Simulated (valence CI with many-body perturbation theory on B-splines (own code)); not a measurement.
## Which ion has this spectrum?

A relativistic CI+MBPT calculation for an atom or ion with 15 electrons gives these levels (cm⁻¹):

| J | Parity | E | g |
| --- | --- | --- | --- |
| 3/2 | odd | 0 | 1.38 |
| 3/2 | odd | 822695 | 1.44 |
| 5/2 | odd | 894858 | 1.19 |
| 1/2 | odd | 984217 | 0.66 |
| 3/2 | even | 1347548 | 0.78 |
| 5/2 | even | 1596052 | 1.26 |
| 5/2 | even | 1809181 | 1.41 |
| 3/2 | odd | 1817475 | 1.29 |
| 1/2 | even | 1966428 | 2.16 |
| 3/2 | even | 1970370 | 1.15 |
| 5/2 | even | 2163223 | 0.96 |
| 3/2 | even | 2174594 | 0.92 |
| 1/2 | even | 2178228 | 0.21 |
| 7/2 | even | 2233751 | 1.06 |

The energies are calculated, and their last digits are not significant.

Question: Which is it?
A. Pm46+
B. Nd45+
C. Ce43+
D. Ba41+

Answer: C. Ce43+, ground level (3s^2 3p1/2^2 3p3/2) J=3/2.
